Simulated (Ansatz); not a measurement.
Relaxation of the cluster Au₅Cl₄⁺ with RKS PBE0-D4/def2-SVP.

```sh
$ ansatz run in.yaml --threads 4 --pin off --events-out ev --progress --plain --max-ram 4787MiB
```

```yaml
crystal:
  periodic: [false, false, false]
  atoms:
    - {symbol: Au, position_ang: [-0.151010, 0.997860, 0.502760]}
    - {symbol: Au, position_ang: [-2.415170, -0.234710, -0.538330]}
    - {symbol: Au, position_ang: [0.386710, 1.046990, -2.224250]}
    - {symbol: Au, position_ang: [2.452380, 0.026580, 0.435890]}
    - {symbol: Au, position_ang: [-0.356110, -1.257810, 2.115670]}
    - {symbol: Cl, position_ang: [1.939150, -1.096010, 2.397900]}
    - {symbol: Cl, position_ang: [-2.586860, -1.342190, 1.491740]}
    - {symbol: Cl, position_ang: [2.628930, 1.051000, -1.637260]}
    - {symbol: Cl, position_ang: [-1.898010, 0.808270, -2.544120]}
basis:
  gaussian: {orbitals: def2-SVP}
total_charge: 1
hamiltonian: {xc: pbe0, dispersion: d4}
scf: {lower_state_search: "off"}
output: {orbitals: {seedname: orbitals}}
relax: {f_tol: 0.02, max_steps: 100}
```

It took 38 s on 4 threads of Arm Neoverse V1 on a shared host, peak host memory 1.1 GiB.

Positions (Å) and forces (eV/Å) at steps 1, 2, 3 of 3:

```xyz
9
step=1 energy=-68525.9735 eV
Au   -0.151    0.998    0.503    0.006   -0.077   -0.037
Au   -2.415   -0.235   -0.538    0.327    0.032    0.069
Au    0.387    1.047   -2.224   -0.070   -0.141    0.307
Au    2.452    0.027    0.436   -0.342    0.000   -0.071
Au   -0.356   -1.258    2.116    0.050    0.173   -0.290
Cl    1.939   -1.096    2.398    0.496   -0.242    0.643
Cl   -2.587   -1.342    1.492   -0.668   -0.296    0.395
Cl    2.629    1.051   -1.637    0.681    0.308   -0.397
Cl   -1.898    0.808   -2.544   -0.481    0.243   -0.619
9
step=2 energy=-68526.0909 eV
Au   -0.162    1.045    0.528   -0.039    0.265    0.134
Au   -2.329   -0.241   -0.527   -0.236   -0.098   -0.093
Au    0.376    0.997   -2.151    0.050    0.036   -0.264
Au    2.365    0.011    0.412    0.261   -0.068    0.003
Au   -0.340   -1.227    2.034   -0.022   -0.204    0.181
Cl    1.979   -1.117    2.448   -0.064    0.051   -0.074
Cl   -2.638   -1.367    1.522    0.077    0.056   -0.039
Cl    2.684    1.073   -1.671   -0.089   -0.025    0.065
Cl   -1.935    0.825   -2.594    0.061   -0.013    0.087
9
step=3 energy=-68526.1103 eV
Au   -0.164    1.056    0.534   -0.002    0.012    0.006
Au   -2.357   -0.249   -0.536   -0.002   -0.007   -0.004
Au    0.381    1.005   -2.179    0.001   -0.005   -0.006
Au    2.394    0.007    0.414    0.004   -0.007   -0.003
Au   -0.344   -1.247    2.057    0.001   -0.009   -0.001
Cl    1.977   -1.112    2.445   -0.011    0.009   -0.011
Cl   -2.636   -1.362    1.522    0.013    0.010   -0.006
Cl    2.681    1.074   -1.668   -0.014   -0.003    0.010
Cl   -1.932    0.827   -2.589    0.010   -0.002    0.015
```

In the def2 sets Au takes a core potential; there is no spin–orbit coupling. The relaxation made no stability test and no search for a lower SCF solution. No other spin state of charge 1 was run. The structure comes from a short search, and lower isomers may exist.
